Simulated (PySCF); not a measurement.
## B: excitation energy

B [He] 2s2 2p1 (2P) → B [He] 2s1 2p1 3s1 (4P), as a difference of total energies. All numbers are calculated (PySCF 2.14, no relativity, point nucleus, in dyall-av3z (15s9p3d2f, 71 functions)). Correlated levels: valence: 1s2 frozen; virtual orbitals above 40 to 60 times the deepest correlated orbital energy dropped. The calculations carry no spin-orbit coupling.

```
           method  excitation energy (cm⁻¹)
              UHF                     64618
              LDA                     74510
              PBE                     73804
             PBE0                     73640
           r2SCAN                     72969
          wB97M-V                     76114
              M06                     74698
            B3LYP                     76188
            HSE06                     73558
    MP2 (valence)                     73386
SCS-MP2 (valence)                     75637
```

The upper state lies above the first ionisation limit, but in LS coupling its spin forbids autoionisation to the ground ion. A Rydberg-like electron needs more diffuse functions than a valence basis has.

The promoted electron is Rydberg-like, and one or two diffuse shells describe it only roughly, which tends to raise the upper state.
